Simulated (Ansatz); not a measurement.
A made-up structure of MgGaHF, doublet:

F1  (-0.996, -0.516, 0.136)
Mg2  (-1.044, 1.260, 0.478)
Ga3  (0.819, 0.287, -0.137)
H4  (1.222, -1.031, -0.477)
(Å)

It is relaxed with PBE-D4/def2-SVP and then PBE0-D4/def2-TZVP (Ansatz 0.2.0). Atoms count as bonded within 1.22 times the sum of their covalent radii (H–H: 0.88 Å). The end point is not checked to be a true minimum.

Does its bonding change? (Judge from chemistry; the calculation decides.)

By the calculation: No: no bond forms or breaks.

Where it ends: The first stage lowers the energy by 1.39 eV in 5 steps. It ends as MgGaHF ([F]1[Mg][GaH]1):
| atom | x (Å) | y (Å) | z (Å) |
| --- | --- | --- | --- |
| F1 | -1.0479 | -0.3888 | 0.1715 |
| Mg2 | -1.3661 | 1.4493 | 0.5890 |
| Ga3 | 0.8816 | 0.1782 | -0.1721 |
| H4 | 1.5324 | -1.2387 | -0.5884 |

Labels in which every atom is bracketed show which atoms are joined, not bond orders.

For scale, one of the runs: PBE0-D4/def2-TZVP relaxation, 117 basis functions, launched by `ansatz run in.yaml --threads 2 --pin off --events-out ev --progress --plain --max-ram 4352MiB`. The run took about 23 s on 2 CPU threads of an Arm Neoverse V2 (shared host).
